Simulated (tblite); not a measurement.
Run record: tight-binding relaxation, `O[C@@H]1C[C@@H]2C[CH+][CH][C@@H]21` [radical].

Computed with GFN2-xTB geometry optimisation, gas phase (tblite 0.8.0). Start geometry: from a force field or distance geometry. A driver script takes a list of jobs; this job's settings line and coordinates (Å) are shown.

Command:
```bash
OMP_NUM_THREADS=1 python probes_run.py task.json out
```

Input:
```
{"job": {"kind": "relax", "xc": "GFN2-xTB", "basis": "xTB"}, "charge": 1, "multiplicity": 2}
O     -1.936300    -1.270700    -0.832400
C     -1.536400    -0.259400     0.018900
C     -0.742200     0.861400    -0.629400
C      0.156700     0.824200     0.538200
C      1.631900     0.697700     0.339300
C      1.926300    -0.748400     0.033600
C      0.623800    -1.471000    -0.136000
C     -0.256100    -0.616200     0.745800
H     -2.760600    -0.993100    -1.273300
H     -2.353300     0.167000     0.657600
H     -1.349700     1.802400    -0.667600
H     -0.369000     0.590700    -1.613500
H     -0.165900     1.519300     1.345200
H      2.052400     1.378900    -0.426100
H      2.130500     0.885000     1.312800
H      2.931200    -1.188600    -0.029400
H      0.339400    -1.280300    -1.198700
H     -0.331700    -0.892700     1.803400
```

Output:
```
step      E/eV     max force
  0    -640.44631    4.920
  1    -641.06175    2.437
  2    -641.35831    1.851
  3    -641.63671    1.591
  4    -641.85766    1.778
  5    -642.06484    1.860
  6    -642.25851    1.453
  7    -642.43787    1.094
  8    -642.57924    1.045
  9    -642.70131    0.786
... (72 lines left out)
 82    -643.46715    0.017
 83    -643.46720    0.016
 84    -643.46724    0.016
 85    -643.46727    0.016
 86    -643.46732    0.018
 87    -643.46737    0.021
 88    -643.46742    0.021
 89    -643.46746    0.017
 90    -643.46749    0.014
 91    -643.46751    0.009
```

«max force» is the largest atomic force in eV/Å.

Problem. From which step on does the largest force stay under 0.1 eV/Å, and how much energy is left to gain from there?

Solution. From step 57 (0.092 eV/Å), 9.6 meV above the end.

In short: energy lowered by 69.7 kcal/mol over 91 steps; largest atomic force 0.009 eV/Å at the end.

Problem. Where do the atoms end?

Solution. 0.627 Å rms from the input after alignment:
```
atom  x, y, z in Å
O1    -1.6518   -0.8153   -1.4246
C2    -1.5579   -0.1086   -0.2809
C3    -0.8254    1.2184   -0.3996
C4     0.2193    0.8504    0.6913
C5     1.6431    0.6804    0.1757
C6     1.7573   -0.7523   -0.1497
C7     0.6439   -1.4435    0.2035
C8    -0.3561   -0.5622    0.7825
H9    -2.2751   -1.5540   -1.3812
H10   -2.4815   -0.0747    0.3032
H11   -1.4353    2.0818   -0.1471
H12   -0.3926    1.3378   -1.3901
H13    0.1387    1.4693    1.5805
H14    1.8914    1.3209   -0.6760
H15    2.3802    0.9455    0.9452
H16    2.6423   -1.1806   -0.5882
H17    0.4860   -2.4970    0.0500
H18   -0.8352   -0.9097    1.6938
```

On one thread of an Arm Neoverse N1, shared host with 64 logical CPUs at a one-minute load of 52, this took 0.93 s wall.
Labels such as C1 count atoms from 1, the log's own numbers from 0.
